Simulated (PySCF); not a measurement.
# Working out the ionisation energy of Sn

Sn [Kr] 4d10 5s2 5p2 (3P) → Sn⁺ [Kr] 4d10 5s2 5p1 (2P). Calculation: PySCF 2.14, in def2-SVP with the def2 core potential (28 electrons) (4s4p2d, 26 functions); a scalar-relativistic core potential. Frozen: 4s2 4p6 4d10. Energies in hartree (1 hartree = 27.21139 eV):

| part | Sn (lower) | Sn⁺ (upper) |
| --- | --- | --- |
| UHF | -213.336133 | -213.084290 |
| CCSD correlation | -0.048135 | -0.039841 |
| (T) | -0.000589 | -0.000369 |

Problem. What does Hartree-Fock give?

Solution. (-213.084290) − (-213.336133) = 0.251843 hartree = 6.853 eV.

Problem. What do CCSD and CCSD(T) give?

Solution. The CCSD correlation energies differ by 0.008294 hartree = 0.226 eV and the triples by 0.000220 hartree = 0.006 eV, so CCSD gives 7.079 eV and CCSD(T) 7.085 eV.

Measured between the centres of the two terms (NIST): 7.389 eV, so CCSD(T) (valence) is off by -0.304 eV.

A double-zeta basis recovers only part of the correlation energy.

What remains against the reference includes basis incompleteness, the frozen core and higher excitations.
